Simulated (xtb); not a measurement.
Al(Cl)(Me)(Et) (C3H8AlCl), SMILES C[CH2][Al]([CH3])[Cl]. All values are semi-empirical tight-binding results from xtb (GFN2-xTB unless named), good for trends rather than for accurate numbers. Geometry: GFN2-xTB. The structure was generated by enumeration; whether it is a known compound was not checked. The values are those of a single conformer.

Optimised geometry:

Bonded distances (Å): Al1–Cl2 2.036, Al1–C3 1.992, Al1–C7 2.014, C3–H4 1.095, C3–H5 1.095, C3–H6 1.092, C7–C8 1.537, C7–H9 1.098, C7–H10 1.099, C8–H11 1.090, C8–H12 1.090, C8–H13 1.091. Bond angles (°): Cl2–Al1–C3 118.2, Cl2–Al1–C7 119.0, C3–Al1–C7 122.8, Al1–C3–H4 111.5, Al1–C3–H5 111.3, Al1–C3–H6 113.4, H4–C3–H5 105.8, H4–C3–H6 107.2, H5–C3–H6 107.2, Al1–C7–C8 113.5, Al1–C7–H9 110.3, Al1–C7–H10 110.3, C8–C7–H9 109.1, C8–C7–H10 108.7, H9–C7–H10 104.6, C7–C8–H11 110.7, C7–C8–H12 110.7, C7–C8–H13 111.2, H11–C8–H12 107.7, H11–C8–H13 108.2, H12–C8–H13 108.2.

For metal compounds this method's bond lengths and energies can be far off.

Task: Estimate the properties. (An estimate is asked for; the answer gives what the named calculation found.)

Result: 
- orbital gap: 4.07 eV
- zero-point energy: 61.9 kcal/mol
- G − E(el) at 298.15 K (modified RRHO): 40.3 kcal/mol

Computed atomic charges and the Wiberg bond orders between heavy atoms:
charges (e) Al1 0.30, Cl2 -0.20, C3 -0.22, H4 0.06, H5 0.06, H6 0.05, C7 -0.15, C8 -0.09, H9 0.04, H10 0.04, H11 0.04, H12 0.04, H13 0.03. Bond orders Al1–Cl2 1.29, Al1–C3 1.02, Al1–C7 0.96, C7–C8 0.99.
